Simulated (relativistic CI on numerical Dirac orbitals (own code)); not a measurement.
Quantum defects of the nd series of Ge IV

Problem. The nd 2D levels with J = 3/2 of Ge IV lie at 4d: 190601.5, 5d: 267455.5 cm⁻¹ (Sugar and Musgrove, J. Phys. Chem. Ref. Data 22, 1213 (1993)), and the ionisation limit at 368720.4 cm⁻¹ (NIST ASD). Find the quantum defects and predict 6d.

Working.
1. The outer electron sees the charge z = 4; R = 109736.50 cm⁻¹ for this mass. The binding energy T = limit − E defines n* = z√(R/T).
2. Values: 4d: T = 178118.9, n* = 3.1396, δ = n − n* = 0.8604; 5d: T = 101264.9, n* = 4.1640, δ = n − n* = 0.8360.
3. With δ held at 0.8360: E(6d) = limit − Rz²/(6 − δ)² = 302877.9 cm⁻¹.
4. The Ritz form δ = δ₀ + a/n*² through the last two members has a = 0.5554 and δ₀ = 0.8040, so with n* ≈ 6 − 0.8360, δ(6) = 0.8248 and E = 303162.7 cm⁻¹.

Check. The measured level is 303105.8 cm⁻¹ (δ = 0.8271), so the two predictions miss by -227.9 and 56.9 cm⁻¹. A relativistic CI calculation tied to the same limit puts it at 303837 cm⁻¹. The defect is large because this electron penetrates the core.
